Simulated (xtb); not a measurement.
C$_{2}$HF$_{3}$O$_{2}$, triplet, geometry from GFN2-xTB (a higher spin typed on purpose: for a closed-shell molecule this is an excited state). Base run: GFN2-xTB in xtb.

The xtb input:
```
$ xtb mol.xyz --gfn 2 --uhf 2 --json

# file mol.xyz
8

O      1.65790534    -0.88270612    -0.07220064
C      0.98936800     0.25369855    -0.36291891
O      1.22640711     1.42611907     0.05638304
C     -0.59071777    -0.06640763    -0.02476285
F     -0.78362860    -0.22649549     1.28232619
F     -1.35925859     0.90600159    -0.46203374
F     -0.91655170    -1.18974048    -0.63825805
H      2.06854888    -0.87893974     0.81432182
```

Variants of this job, named by their change:

```json
[
 {"change": "base", "ΔE vs base (kcal/mol)": "0.000", "dipole (D)": "2.22", "SCF cycles": "11"},
 {"change": "alpb = methanol", "ΔE vs base (kcal/mol)": "-4.38", "dipole (D)": "2.67", "SCF cycles": "10"},
 {"change": "file = coord", "ΔE vs base (kcal/mol)": "0.000", "dipole (D)": "2.22", "SCF cycles": "11"},
 {"change": "acc = 0.1", "ΔE vs base (kcal/mol)": "0.000", "dipole (D)": "2.22", "SCF cycles": "13"},
 {"change": "etemp = 10000", "ΔE vs base (kcal/mol)": "-23.09", "dipole (D)": "2.49", "SCF cycles": "11"},
 {"change": "acc = 0.0001", "ΔE vs base (kcal/mol)": "0.000", "dipole (D)": "2.22", "SCF cycles": "17"},
 {"change": "acc = 30", "ΔE vs base (kcal/mol)": "0.000", "dipole (D)": "2.22", "SCF cycles": "8"}
]
```

ALPB and GBSA are two models with their own fitted parameters for each solvent, which aren't always the measured dielectric constant.
